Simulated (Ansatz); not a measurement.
Z-matrix (Å, degrees):
```
B
O 1 1.3548
H 2 0.9682 1 110.64
O 1 1.3551 2 122.70 3 179.99
H 4 0.9649 1 113.79 2 0.00
C 1 1.6060 2 118.16 3 -0.01
O 6 1.2156 1 119.49 2 0.02
H 6 1.1103 7 119.39 3 179.99
```
Charge 0, spin multiplicity 1.

These are frozen-core CCSD(T)/cc-pVTZ // B3LYP-D3(BJ)/def2-TZVP run with Ansatz (a quantum-chemistry and plane-wave program) values and carry that method's errors.

| Item | Result |
|---|---|
| HF energy | -289.10320 Ha |
| MP2 correlation energy | -0.95799 Ha |

Problem. Estimate the CCSD correlation energy, the (T) correction, the total energy and the T1 diagnostic.

Solution. 
* **CCSD correlation energy**: -0.97051 Ha
* **(T) correction**: -0.03897 Ha
* **CCSD(T) total energy**: -290.11268 Ha
* **T1 diagnostic**: 0.015
